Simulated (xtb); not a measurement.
methyl pivalate (C6H12O2), SMILES CC(C)(C(=O)OC)C. All values are semi-empirical tight-binding results from xtb (GFN2-xTB unless named), good for trends rather than for accurate numbers. Geometry: GFN2-xTB.

Problem. Estimate the properties. (The exact figures need the calculation; the answer reports its results.)

Solution. 
The point group as xtb finds it comes out as Cs. The orbital gap is 4.86 eV, the dipole moment is 2.20 D and the zero-point energy is 107.1 kcal/mol. The G − E(el) at 298.15 K (modified RRHO) is 85.1 kcal/mol and the static polarisability (D4 model) is 81.3 bohr³. The solvation energy, GFN2-xTB/ALPB(water) comes out as -4.0 kcal/mol and the solvation energy, GFN2-xTB/ALPB(octanol) is -6.4 kcal/mol.

Computed IR lines (harmonic; lines under 4 % of the strongest left out, lines within 3 cm⁻¹ merged):
ν (cm⁻¹): 722 (w), 900 (w), 1140 (s), 1159 (m), 1774 (vs), 2988 (w), 3032 (w), 3041 (m), 3046 (w), 3050 (w), 3053 (w) (against the strongest line: vs over 80 %, s over 45 %, m over 15 %, w over 4 %, vw less)
